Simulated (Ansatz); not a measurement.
Reaction (ligand exchange at the Si–C bond): `C=CSC[SiH3]` + `[OH][AlH2]` → `[AlH2][O][SiH3]` + `C=CSC`

Isolated molecules relaxed with PBE0-D4/def2-TZVP in Ansatz; ΔE leaves out vibrations. CCSD(T)/CBS is the MP2 limit (def2-TZVPP, def2-QZVPP) plus CCSD(T) − MP2 in def2-TZVPP, frozen cores. This one scheme is used for every species. Functionals use def2-TZVPP. Each species was taken in one conformer, which may not be the lowest.

| level | ΔE (kJ/mol) |
| --- | --- |
| PBE-D4 | -97.8 |
| CCSD/def2-TZVPP | -119.0 |

What does CCSD(T)/CBS give? (Best estimate.)

Ansatz gave: -112.7 kJ/mol. The listed levels differ from it by 14.9, -6.3 kJ/mol.

Largest T1 diagnostic among the species: 0.012.

The D4 term adds +7.3 kJ/mol with B3LYP and +4.1 kJ/mol with PBE0; it sums over pairs of atoms, weighted by their polarisabilities, and B3LYP, whose exchange is more repulsive, gets the larger term. In def2-TZVPP, CCSD(T) changes the Hartree–Fock value by +32.2 kJ/mol (the triples alone add +5.0 kJ/mol) and MP2 by +32.5 kJ/mol.

B3LYP here is the variant with VWN-RPA as its local correlation; programs differ in this.
